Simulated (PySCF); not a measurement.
A structure optimised at B3LYP-D3(BJ)/def2-SVP, used in a PySCF frequency run:

```xyz
9

C      1.8025    -0.1911    -0.7968
Si     0.0231    -0.0199    -0.3444
O     -0.8300    -1.2800    -0.9691
F     -0.5751     1.3754    -0.9184
Cl    -0.2398     0.0784     1.7076
H      2.2219    -1.1126    -0.3655
H      2.3796     0.6659    -0.4179
H      1.9145    -0.2346    -1.8915
H     -1.7617    -1.3651    -0.7330
```
Charge 0, spin multiplicity 1.

Q: Write its SMILES and formula.

A: C[Si](O)(F)Cl, CH₄ClFOSi

Q: What are its rotational constants (standard atomic weights)?

A: 3.6221, 2.3174, 2.2405 GHz
